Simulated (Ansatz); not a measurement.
Computed with Ansatz on PBE0-D4/def2-TZVP structures; ΔE is electronic, products minus reactants. CCSD(T)/CBS adds triple-zeta CCSD(T) − MP2 to the extrapolated MP2 energy (def2 sets, frozen cores). This one scheme is used for every species. DFT in def2-TZVPP. Elements past krypton have def2 core potentials. For Sn outer-core shells are correlated without core-valence functions, which leaves a few kJ/mol of doubt a bond. Each species was taken in one conformer, which may not be the lowest.

Reaction (cleavage of the Al–Sn bond): `O[SiH2][AlH][SnH3]` + H–F → `O[SiH2][AlH][F]` + `[SnH4]`

`O[SiH2][AlH][SnH3]`:

Cartesian coordinates in Å:
```
O 2.173 -0.279 -0.875
Si 1.072 0.705 -1.634
Al -0.929 0.986 -0.220
Sn -1.135 -0.806 1.743
H 1.827 -1.023 -0.378
H 0.681 0.145 -2.966
H 1.798 1.975 -1.904
H -2.043 2.102 -0.422
H 0.102 -1.991 1.585
H -0.938 -0.140 3.307
H -2.610 -1.673 1.763
```

H–F:

Z-matrix (Å, degrees):
```
F
H 1 0.920
```

`O[SiH2][AlH][F]`:

Z-matrix (Å, degrees):
```
Si
Al 1 2.463
O 1 1.657 2 111.1
H 1 1.488 2 112.0 3 -118.8
H 1 1.496 2 109.9 3 123.4
F 2 1.659 1 113.2 3 -14.9
H 2 1.583 1 130.3 3 165.9
H 3 0.958 1 117.0 2 31.3
```

`[SnH4]`:

```xyz
5

Sn    0.000    0.000    0.000
H    -0.770   -1.494   -0.280
H    -0.624    0.703    1.421
H    -0.282    1.040   -1.320
H     1.676   -0.250    0.179
```

(1) Is it downhill or uphill in electronic energy at CCSD(T)/CBS, and by how much? (An estimate is asked.)

(2) What do these levels give: BLYP-D4, BHLYP-D4, PBE, PBE0, r2SCAN0, HF/def2-TZVPP? (Best estimate.)

Largest T1 diagnostic among the species: 0.014.

Answers

(1) Computed: Downhill: ΔE = -135.3 kJ/mol.

(2) Computed: BLYP-D4 -146.1, BHLYP-D4 -148.6, PBE -131.8, PBE0 -132.5, r2SCAN0 -142.3, HF/def2-TZVPP -165.0 kJ/mol.

The D4 term adds +8.0 kJ/mol with B3LYP and +4.8 kJ/mol with PBE0; it sums over pairs of atoms, weighted by their polarisabilities, and B3LYP, whose exchange is more repulsive, gets the larger term. In def2-TZVPP, CCSD(T) changes the Hartree–Fock value by +23.2 kJ/mol (the triples alone add +3.2 kJ/mol) and MP2 by +22.4 kJ/mol. At CCSD(T), def2-SVP lies −17.6 kJ/mol from the extrapolated value and def2-TZVPP −6.5 kJ/mol.

B3LYP here is the variant with VWN-RPA as its local correlation; programs differ in this.
